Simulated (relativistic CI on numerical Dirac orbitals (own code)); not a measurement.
# Sensitivity of the levels of Fe³⁺ to α and to the nuclear radius

Method of calculation: Dirac-Coulomb-Breit CI, KLI orbitals optimised for each configuration, valence Slater integrals scaled by 0.85, P86 correlation energy added to each configuration, derivatives by finite differences, QED left out (own radial code, finite nucleus).

CI space (outside the closed core [Ne]): 3s²3p⁶3d⁵, 3s²3p⁶3d⁴4s, 3s²3p⁶3d⁴4p, 3s²3p⁶3d⁴4d, 3s²3p⁶3d³4s², 3s²3p⁵3d⁶, 3s3p⁶3d⁶. Levels of other configurations are missing.

With x = (α/α₀)² − 1 an excitation energy changes as ω = ω₀ + qx; K = 2q/ω₀ is the relative enhancement. Terms are leading LS components, so labels can repeat. The field-shift factor is F = δν/δ⟨r²⟩ for the transition from the lowest level.

Lowest level 3s²3p⁶3d⁵ ⁶S5/2.

```csv
Level,ω₀ (cm⁻¹),q (cm⁻¹),K,F (GHz/fm²)
3s²3p⁶3d⁵ ⁴G11/2,31138.1,-253.9,-0.0163,0.0464
3s²3p⁶3d⁵ ⁴G9/2,31185.3,-199.2,-0.0128,0.0467
3s²3p⁶3d⁵ ⁴G5/2,31200.8,-225.7,-0.0145,0.0466
3s²3p⁶3d⁵ ⁴G7/2,31201.7,-198.9,-0.0128,0.0467
3s²3p⁶3d⁵ ⁴P5/2,35465.7,-544,-0.0307,0.0507
3s²3p⁶3d⁵ ⁴P3/2,35549.8,-394.9,-0.0222,0.0516
3s²3p⁶3d⁵ ⁴P1/2,35639.1,-225.8,-0.0127,0.0526
3s²3p⁶3d⁵ ⁴D7/2,38145.8,-223.7,-0.0117,0.0507
3s²3p⁶3d⁵ ⁴D1/2,38270.9,-21.14,-0.0011,0.0519
3s²3p⁶3d⁵ ⁴D3/2,38329.8,100,0.00522,0.0527
3s²3p⁶3d⁵ ⁴D5/2,38332.7,114,0.00595,0.0528
3s²3p⁶3d⁵ ²I13/2,44913.1,-345.3,-0.0154,0.0721
3s²3p⁶3d⁵ ²I11/2,44915.7,-403.8,-0.018,0.0718
```

For a near-neutral ion this model can misplace configurations by up to about 10,000 cm⁻¹ (more where the count of f electrons changes) and terms by 10 to 25 % of their spread. Rates follow the energies as ν³ (E1, M1) or ν⁵ (E2), so they and the lifetimes can be off by large factors. The fine structure of a lone outer electron comes out too small, for d and f at times inverted, and misplaced configurations move strength between like terms.
